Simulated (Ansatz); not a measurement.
All numbers were calculated with Ansatz.

A structure relaxed at PBE0-D4/def2-TZVP, charge 0, multiplicity 1:

```xyz
4

Cl   -0.507    1.255   -1.665
Ga   -0.007    0.017   -0.022
Br    2.126   -0.050    0.717
Br   -1.612   -1.222    0.971
```

Problem. Give its formula and SMILES.

Solution. Br2ClGa, `[Cl][Ga]([Br])[Br]`.

Problem. Point group (tolerance 0.08 Å, 0.16 Å for H)?

Solution. C2v.

Problem. Summarise the bond lengths by kind.

Solution. 1 × Cl–Ga 2.117 Å; 2 × Br–Ga 2.258 Å.
